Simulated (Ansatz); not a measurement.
`F[SiH]1CC[SiH2]1`, relaxed with RKS PBE0-D4/def2-TZVP in Ansatz from a PBE-D4/def2-SVP geometry. The force threshold is 0.005 eV/Å; the program also tests the step.

The species carries charge 0 and has multiplicity 1.

Start:

```xyz
12

F    -0.488   -1.537   -2.044
Si   -0.987   -0.315   -1.051
C     0.438    0.900   -0.676
C     1.044    0.181    0.572
Si   -0.534   -0.735    1.216
H    -2.254    0.223   -1.663
H     1.163    1.118   -1.488
H    -0.023    1.870   -0.384
H     1.776   -0.590    0.250
H     1.566    0.853    1.284
H    -1.342    0.129    2.152
H    -0.358   -2.097    1.833
```

(1) By how much does the energy fall, and how many steps does the optimiser take? (Best estimate.)

(2) Which bonds change most? (An estimate is asked.)

(3) Give the relaxed structure. (Best estimate.)

Results:

(1) Ansatz gave: 6.53 kJ/mol, in 6 steps.

(2) Computed: F1–Si2 from 1.651 to 1.609 Å; C4–Si5 from 1.935 to 1.910 Å; Si2–C3 from 1.910 to 1.889 Å; Si2–H6 from 1.506 to 1.488 Å.

(3) The calculation gave: 
```xyz
12

F    -0.492   -1.501   -2.031
Si   -0.973   -0.321   -1.049
C     0.430    0.886   -0.673
C     1.036    0.173    0.569
Si   -0.525   -0.728    1.203
H    -2.226    0.220   -1.642
H     1.150    1.107   -1.464
H    -0.028    1.837   -0.376
H     1.762   -0.581    0.251
H     1.543    0.843    1.266
H    -1.326    0.132    2.120
H    -0.352   -2.067    1.827
```
